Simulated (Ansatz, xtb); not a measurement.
# Isomers of C4H3F3N2 in order of energy

4 gas-phase structures of C4H3F3N2, from a drawn sample of its isomers (lower ones may exist). Each was relaxed with GFN2-xTB:

A. `FC(F)(F)c1ccn[nH]1`, a singlet
B. `FC(F)(F)c1cn[nH]c1`, a singlet
C. `FC(F)(F)c1cc[nH]n1`, a singlet
D. `FC(F)(F)n1cccn1`, a singlet

Question: Which do you expect lowest at r2SCAN-D4/def2-SVP, and how would the others follow?

Answer: Calculated order at r2SCAN-D4/def2-SVP: B (0.000), C (0.010), A (0.068), D (0.204) eV. Less than 1 kcal/mol parts B and C, so the order within that pair means little.

Energies above the lowest of each column, in eV; the last columns are at B3LYP/def2-SVP geometries:

| structure | GFN2-xTB | HF/STO-3G | r2SCAN-D4/def2-SVP | B3LYP/def2-SVP | CCSD(T)/def2-SVP + ΔMP2/def2-TZVPP |
| --- | --- | --- | --- | --- | --- |
| B | 0.000 | 0.052 | 0.000 | 0.000 | 0.000 |
| C | 0.068 | 0.074 | 0.010 | 0.027 | 0.041 |
| A | 0.129 | 0.129 | 0.068 | 0.081 | 0.094 |
| D | 0.085 | 0.000 | 0.204 | 0.211 | 0.240 |

CCSD(T)/def2-SVP + ΔMP2/def2-TZVPP puts B lowest, with C within 1 kcal/mol; HF/STO-3G picks D. ΔMP2 is the change of the MP2 energy from the smaller to the larger basis.

Over these structures GFN2-xTB departs from r2SCAN-D4/def2-SVP by 0.060 eV on average once a common shift is removed. A GFN2-xTB relaxation took about 0.29 s and the r2SCAN-D4/def2-SVP energy about 7.4 s on a shared host (Ansatz 0.2.0, xtb 6.7.1).
